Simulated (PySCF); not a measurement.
BClH2O2.

```xyz
6

B     -0.0051    -0.4485     0.0000
Cl    -0.0499     1.3324     0.0000
O     -1.1809    -1.1109     0.0000
H     -1.0444    -2.0681     0.0000
O      1.1777    -1.1155     0.0000
H      1.9437    -0.5290     0.0000
```

Coordinates come from a r2SCAN-D4/def2-SVP optimisation. One conformer was computed; it need not be the lowest.

These are PySCF with HF/pcSseg-2 values and carry that method's errors. Non-relativistic, no solvent.

Question: Give the absolute GIAO shielding of each atom: isotropic value and principal components (ppm). (The exact figures need the calculation; the answer reports its results.)

Answer: 
```tsv
atom	σ(iso)	σ11	σ22	σ33	span
B1	87.4	78.9	91.2	91.9	13.0
Cl2	930.8	811.2	909.0	1072.2	261.0
O3	239.6	151.8	279.4	287.6	135.8
H4	27.7	20.3	23.3	39.5	19.2
O5	225.2	140.5	252.4	282.8	142.3
H6	27.5	19.9	25.1	37.6	17.7
```
